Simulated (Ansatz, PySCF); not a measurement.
Spin gap between two states, R1 and P1; the higher of the two is an excited state, each structure at its B3LYP-D3(BJ)/def2-TZVP stationary point, reached from a drawn start (curvature not checked).
R1, SiH2 (SMILES [SiH2]) (charge 0, multiplicity 1, Z-matrix in Å and degrees):
```
Si
H 1 1.5232
H 1 1.5232 2 91.47
```
P1, SiH2 (SMILES [SiH2]) (charge 0, multiplicity 3, Z-matrix in Å and degrees):
```
Si
H 1 1.4847
H 1 1.4847 2 118.45
```

P less R. No zero-point or thermal terms; singlets are restricted closed shells; open shells are unrestricted.

Correlated levels freeze the cores. CBS: X⁻³ extrapolation of the correlation energy, Hartree–Fock from the larger set.

The values were computed with Ansatz (Gaussian basis) for Hartree–Fock, density functionals and correlated methods; PySCF for the D3/D4 terms. All values are computed, each at the level named.

The comparison value is 85.7 kJ/mol (CCSD(T)/CBS(cc-pV(T+d)Z, cc-pV(Q+d)Z)). It is a level with limits of its own, not the exact answer.

Order these levels by how close they come to the comparison value for the spin gap, closest first: PBE0/def2-TZVPP, BLYP-D4/def2-TZVPP, HF/cc-pV(Q+d)Z, HF/cc-pV(D+d)Z, PBE-D3(BJ)/def2-TZVPP. Give each level's value less the comparison value.

BLYP-D4/def2-TZVPP (3.5 kJ/mol), PBE-D3(BJ)/def2-TZVPP (-18.1 kJ/mol), PBE0/def2-TZVPP (-23.2 kJ/mol), HF/cc-pV(D+d)Z (-67.1 kJ/mol), HF/cc-pV(Q+d)Z (-69.1 kJ/mol)

Ansatz is a program for electronic structure.
